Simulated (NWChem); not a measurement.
Species: C2H2Br2; SMILES C(/Br)=C/Br

```xyz
6

Br    -1.7854     0.0000     0.2636
C     -0.6649     0.0000    -1.2616
C      0.6649     0.0000    -1.2616
Br     1.7854     0.0000     0.2636
H     -1.2153     0.0000    -2.1957
H      1.2153     0.0000    -2.1957
```
Atoms are numbered in this order, from 1.

Coordinates come from a B3LYP/6-31G* (spherical d) optimisation.

Spin-orbit effects, on the heavy nuclei and on their neighbours, are missing.

Question: Give the principal values of the shielding tensors (ppm) of Br1, C2 from KT2/pcSseg-1, GIAO (NWChem), with their diamagnetic and paramagnetic parts as GIAO splits them.

Answer: 
| atom | σ11 | σ22 | σ33 | isotropic | diamagnetic | paramagnetic |
|---|---|---|---|---|---|---|
| Br1 | 1364.7 | 1931.5 | 2678.7 | 1991.6 | 3125.0 | -1133.4 |
| C2 | -32.5 | 85.5 | 116.9 | 56.6 | 254.2 | -197.5 |
